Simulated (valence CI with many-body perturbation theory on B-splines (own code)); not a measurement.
The numbers below are computed, except where a source is named.
W LIV: what the settings do

Level of theory: configuration interaction combined with many-body perturbation theory (CI+MBPT): three valence electrons over a frozen Dirac-Fock core [Ar], radial functions for each j: 6 s, 6 p, 5 d, 5 f, 1 g, with the one-electron correlation potential Σ1, the two-electron term Σ2, the three-electron term Σ3, Breit, model QED; selected CI, second order for the rest (own B-spline code, finite nucleus).

The last digits are not significant, and no measured levels were compared; by estimate large intervals hold to a few tenths of a per cent, small ones and those within an open d or f shell to about a per cent. The list stops below the first excitations out of the core. Only levels of the ground parity were solved; by the run's estimate the other parity begins above the list, which can be wrong where configurations are misplaced.

The reference run has the lowest level (3d3/2^3) J=3/2 and an ionisation energy of 5056.50 eV. Its largest variational space holds 2187 state functions.

Levels are named by their leading jj configuration (3d3/2^4 stands for four electrons in 3d with j = 3/2), which in mixed levels can hold well under half, so a name can repeat and another be missing. Letters in brackets count levels of one name in rising energy.

Changed runs:
A. correlating orbitals by l 3 3 3 3 1 → 1 3 2 3 0
B. logarithmic knot step 0.27 → 0.33
C. Davidson tolerance 2e-05 → 0.0003
D. scale of Σ1 1 → 0 (bad on purpose)

Excitation energies of the reference run in cm⁻¹, and shifts in cm⁻¹:

```
                    Level  Reference       A       B  C      D
(3d3/2^2 3d5/2) J=5/2 [a]     528925    -165    -0.5  0  -2107
    (3d3/2^2 3d5/2) J=3/2     580005     +35    -0.5  0  -2109
    (3d3/2^2 3d5/2) J=9/2     609659    +218    -0.4  0  -2129
    (3d3/2^2 3d5/2) J=7/2     610527    +114    -0.5  0  -2168
    (3d3/2^2 3d5/2) J=1/2     623384    +166    -0.5  0  -2141
(3d3/2^2 3d5/2) J=5/2 [b]     812520    +354    -0.4  0  -2312
(3d3/2 3d5/2^2) J=7/2 [a]    1128460     -90    -0.8  0  -4222
    (3d3/2 3d5/2^2) J=9/2    1165650     +50    -0.8  0  -4265
(3d3/2 3d5/2^2) J=3/2 [a]    1208130     +16    -0.8  0  -4283
    (3d3/2 3d5/2^2) J=1/2    1232020    +237    -0.8  0  -4300
   (3d3/2 3d5/2^2) J=11/2    1242620    +375    -0.8  0  -4286
(3d3/2 3d5/2^2) J=5/2 [a]    1244750    +138    -0.8  0  -4245
   Ionisation energy (eV)    5056.50  -0.031  -0.002  0  -2.67
```

No effect on these energies: C.
